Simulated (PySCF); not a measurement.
PySCF job for C₃H₈OSi, SMILES O[C@H]1C[C@H]1[SiH3], TDDFT-B3LYP/def2-SVPD. Coordinates come from a r2SCAN-D4/def2-SVP optimisation. The structure was generated by enumeration; whether it is a known compound was not checked. One conformer was computed; it need not be the lowest.

```python
import numpy as np
from pyscf import gto, scf, dft, tdscf

mol = gto.M(
    atom='''
    O    -0.55231859    1.66667464    0.21392499
    C    -1.04859584    0.44365182    0.66799830
    C    -1.44763058   -0.60468068   -0.32503656
    C    -0.14074301   -0.72913622    0.45083680
    Si    1.50191184   -0.45372967   -0.41307163
    H    -1.29211108    2.17744249   -0.14117384
    H    -1.60068992    0.48903088    1.61954167
    H    -2.26816636   -1.28445965   -0.07405697
    H    -1.37939478   -0.33464169   -1.38471282
    H    -0.13298917   -1.47881258    1.25201730
    H     2.16398691   -1.78033957   -0.61864686
    H     1.30445970    0.17769703   -1.75063253
    H     2.41850434    0.39389193    0.40647581
    ''',
    basis='def2-SVPD',
    charge=0,
    spin=0,
    max_memory=1600,
    verbose=4,
)
mf = dft.RKS(mol, xc='b3lyp').density_fit(auxbasis='def2-universal-jkfit')
mf.grids.level = 3
mf.conv_tol = 1e-9
mf.max_cycle = 100
mf.kernel()
mf.grids = dft.Grids(mol).set(level=1).build(with_non0tab=True)  # coarser grid for the response kernel
td = tdscf.TDDFT(mf)
td.singlet = True
td.nstates = 10
td.conv_tol = 1e-4
td.positive_eig_threshold = 1e-6
td.kernel(x0=td.get_init_guess(mf, 15))
td.analyze()
tt = tdscf.TDA(mf)
tt.singlet = False
tt.nstates = 4
tt.conv_tol = 1e-4
tt.positive_eig_threshold = 1e-6
tt.kernel(x0=tt.get_init_guess(mf, 9))
tt.analyze(verbose=3)
```

Program output:

```
PySCF version 2.14.0

[INPUT] verbose = 4
[INPUT] num. atoms = 13
[INPUT] num. electrons = 48
[INPUT] charge = 0
[INPUT] spin (= nelec alpha-beta = 2S) = 0
[INPUT] symmetry False subgroup None
[INPUT] Mole.unit = angstrom
[INPUT] Symbol           X                Y                Z      unit          X                Y                Z       unit  Magmom
[INPUT]  1 O     -0.552318590000   1.666674640000   0.213924990000 AA   -1.043730868606   3.149558608358   0.404259642300 Bohr   0.0
[INPUT]  2 C     -1.048595840000   0.443651820000   0.667998300000 AA   -1.981558952958   0.838380434465   1.262333838675 Bohr   0.0
[INPUT]  3 C     -1.447630580000  -0.604680680000  -0.325036560000 AA   -2.735625325745  -1.142680878016  -0.614230078871 Bohr   0.0
[INPUT]  4 C     -0.140743010000  -0.729136220000   0.450836800000 AA   -0.265965742847  -1.377867763301   0.851958078875 Bohr   0.0
[INPUT]  5 Si     1.501911840000  -0.453729670000  -0.413071630000 AA    2.838202040842  -0.857424810889  -0.780592250528 Bohr   0.0
[INPUT]  6 H     -1.292111080000   2.177442490000  -0.141173840000 AA   -2.441736063716   4.114769958091  -0.266779893553 Bohr   0.0
[INPUT]  7 H     -1.600689920000   0.489030880000   1.619541670000 AA   -3.024865559152   0.924134429655   3.060490203621 Bohr   0.0
[INPUT]  8 H     -2.268166360000  -1.284459650000  -0.074056970000 AA   -4.286213225352  -2.427276956555  -0.139947390915 Bohr   0.0
[INPUT]  9 H     -1.379394780000  -0.334641690000  -1.384712820000 AA   -2.606678351855  -0.632381143962  -2.616727990974 Bohr   0.0
[INPUT] 10 H     -0.132989170000  -1.478812580000   1.252017300000 AA   -0.251313108833  -2.794550765761   2.365969800217 Bohr   0.0
[INPUT] 11 H      2.163986910000  -1.780339570000  -0.618646860000 AA    4.089342597044  -3.364354196026  -1.169073133222 Bohr   0.0
[INPUT] 12 H      1.304459700000   0.177697030000  -1.750632530000 AA    2.465071573532   0.335798719849  -3.308216026454 Bohr   0.0
[INPUT] 13 H      2.418504340000   0.393891930000   0.406475810000 AA    4.570310833672   0.744347870376   0.768127957161 Bohr   0.0

nuclear repulsion = 230.372863229612
number of shells = 75
number of NR pGTOs = 245
number of NR cGTOs = 171
basis = def2-SVPD
ecp = {}


[settings echo left out]
init E= -483.982095439124
  HOMO = -0.323642016185392  LUMO = -0.0226554040300972  gap/eV = 8.19026
cycle= 1 E= -483.527605806752  delta_E= 0.454  |g|= 0.63  |ddm|= 4.49
  HOMO = -0.167247294790351  LUMO = 0.0170739619737992  gap/eV = 5.01564
cycle= 2 E= -483.410648084238  delta_E= 0.117  |g|=    1  |ddm|= 1.65
  HOMO = -0.277467637917664  LUMO = 0.00249848847685996  gap/eV = 7.61827
cycle= 3 E= -483.607928989271  delta_E= -0.197  |g|= 0.0815  |ddm|= 0.955
  HOMO = -0.279297688818749  LUMO = 0.00466131257311586  gap/eV = 7.72692
cycle= 4 E= -483.608935359534  delta_E= -0.00101  |g|= 0.0431  |ddm|= 0.149
  HOMO = -0.277309462674205  LUMO = 0.00485237862987509  gap/eV = 7.67801
cycle= 5 E= -483.609390011157  delta_E= -0.000455  |g|= 0.00628  |ddm|= 0.0593
  HOMO = -0.277675099006528  LUMO = 0.00466327618475182  gap/eV = 7.68282
cycle= 6 E= -483.609399497598  delta_E= -9.49e-06  |g|= 0.00175  |ddm|= 0.0151
  HOMO = -0.27771074346805  LUMO = 0.0046576165451655  gap/eV = 7.68363
cycle= 7 E= -483.60940028544  delta_E= -7.88e-07  |g|= 0.000489  |ddm|= 0.00355
  HOMO = -0.277691126559127  LUMO = 0.00466587014571873  gap/eV = 7.68333
cycle= 8 E= -483.609400342125  delta_E= -5.67e-08  |g|= 0.000122  |ddm|= 0.00089
  HOMO = -0.277696652653442  LUMO = 0.00466494442741849  gap/eV = 7.68345
cycle= 9 E= -483.60940034635  delta_E= -4.22e-09  |g|= 1.64e-05  |ddm|= 0.000259
  HOMO = -0.277697332171739  LUMO = 0.00466468751733862  gap/eV = 7.68346
cycle= 10 E= -483.609400346422  delta_E= -7.21e-11  |g|= 4.32e-06  |ddm|= 4.59e-05
  HOMO = -0.27769639242975  LUMO = 0.00466502603190744  gap/eV = 7.68345
Extra cycle  E= -483.60940034642  delta_E= 2.5e-12  |g|= 5.2e-06  |ddm|= 1.59e-05
converged SCF energy = -483.60940034642
tot grids = 46912
Overwritten attributes  positive_eig_threshold  of <class 'pyscf.tdscf.rks.TDDFT'>


******** <class 'pyscf.tdscf.rks.TDDFT'> for <class 'pyscf.df.df_jk.DFRKS'> ********
nstates = 10 singlet
deg_eia_thresh = 1.000e-03
wfnsym = None
conv_tol = 0.0001
eigh lindep = 1e-12
eigh level_shift = 0
eigh max_cycle = 100


Excitation energies (eV)
[6.619224   7.16022566 7.34106767 7.50103581 7.68396071 7.73261402
 7.75404293 7.95457599 8.06202642 8.12298075]

** Singlet excitation energies and oscillator strengths **
Excited State   1:      6.61922 eV    187.31 nm  f=0.0093
      24 -> 25        0.69453
Excited State   2:      7.16023 eV    173.16 nm  f=0.0059
      23 -> 25       -0.69480
Excited State   3:      7.34107 eV    168.89 nm  f=0.0103
      24 -> 26       -0.67093
      24 -> 27       -0.15630
Excited State   4:      7.50104 eV    165.29 nm  f=0.0066
      24 -> 26       -0.16062
      24 -> 27        0.52432
      24 -> 28       -0.38623
      24 -> 29        0.20579
Excited State   5:      7.68396 eV    161.35 nm  f=0.0014
      23 -> 26        0.10649
      24 -> 28       -0.43205
      24 -> 29       -0.52072
Excited State   6:      7.73261 eV    160.34 nm  f=0.0058
      23 -> 26       -0.50080
      24 -> 27       -0.29857
      24 -> 28       -0.31587
      24 -> 29        0.20821
Excited State   7:      7.75404 eV    159.90 nm  f=0.0224
      22 -> 25        0.10891
      23 -> 26        0.46448
      24 -> 27       -0.30826
      24 -> 28       -0.23053
      24 -> 29        0.32075
Excited State   8:      7.95458 eV    155.87 nm  f=0.0349
      22 -> 25       -0.10585
      23 -> 27       -0.53463
      23 -> 28        0.29843
      23 -> 29       -0.29931
Excited State   9:      8.06203 eV    153.79 nm  f=0.0452
      23 -> 27       -0.14410
      23 -> 28       -0.58660
      23 -> 29       -0.32798
Excited State  10:      8.12298 eV    152.63 nm  f=0.0247
      22 -> 25       -0.59189
      23 -> 27        0.26850
      23 -> 29       -0.16928

** Transition electric dipole moments (AU) **
state          X           Y           Z        Dip. S.      Osc.
  1        -0.1223      0.1929      0.0727      0.0574      0.0093
  2         0.0726     -0.0130      0.1687      0.0339      0.0059
  3        -0.1819     -0.0987      0.1199      0.0572      0.0103
  4         0.0481     -0.0117     -0.1834      0.0361      0.0066
  5         0.0861     -0.0079      0.0062      0.0075      0.0014
  6        -0.1391      0.1044      0.0110      0.0304      0.0058
  7        -0.3359     -0.0388     -0.0586      0.1177      0.0224
  8        -0.4064      0.1117     -0.0362      0.1789      0.0349
  9         0.4713     -0.0803     -0.0147      0.2287      0.0452
 10         0.2374      0.1913      0.1769      0.1243      0.0247

** Transition velocity dipole moments (imaginary part, AU) **
state          X           Y           Z        Dip. S.      Osc.
  1        -0.0321      0.0484      0.0187      0.0037      0.0102
  2         0.0189     -0.0027      0.0449      0.0024      0.0060
  3        -0.0490     -0.0264      0.0334      0.0042      0.0104
  4         0.0145     -0.0089     -0.0523      0.0030      0.0073
  5         0.0280     -0.0071      0.0010      0.0008      0.0020
  6        -0.0391      0.0274      0.0036      0.0023      0.0054
  7        -0.0990     -0.0087     -0.0153      0.0101      0.0237
  8        -0.1227      0.0335     -0.0134      0.0164      0.0373
  9         0.1407     -0.0230     -0.0051      0.0204      0.0458
 10         0.0726      0.0584      0.0530      0.0115      0.0257

** Transition magnetic dipole moments (imaginary part, AU) **
state          X           Y           Z
  1        -0.5208     -0.0129      0.3246
  2         0.0612      0.3046      0.2991
  3        -0.1763      0.5118      0.2166
  4         0.1943      0.6878     -0.0576
  5        -0.2150     -0.3731     -0.3388
  6        -0.3163      0.2115     -0.2389
  7         0.5594     -0.0503      0.6261
  8         0.1137     -0.0920      0.2502
  9        -0.0567     -0.0893     -0.6053
 10        -0.1723      0.0860     -0.6234
Overwritten attributes  positive_eig_threshold  of <class 'pyscf.tdscf.rks.TDA'>


******** <class 'pyscf.tdscf.rks.TDA'> for <class 'pyscf.df.df_jk.DFRKS'> ********
nstates = 4 triplet
deg_eia_thresh = 1.000e-03
wfnsym = None
conv_tol = 0.0001
eigh lindep = 1e-12
eigh level_shift = 0
eigh max_cycle = 100


Excitation energies (eV)
[6.41988962 6.99381609 7.19148662 7.33716664]

** Triplet excitation energies and oscillator strengths **
Excited State   1:      6.41989 eV    193.13 nm  f=0.0000
Excited State   2:      6.99382 eV    177.28 nm  f=0.0000
Excited State   3:      7.19149 eV    172.40 nm  f=0.0000
Excited State   4:      7.33717 eV    168.98 nm  f=0.0000
```

The run converged.
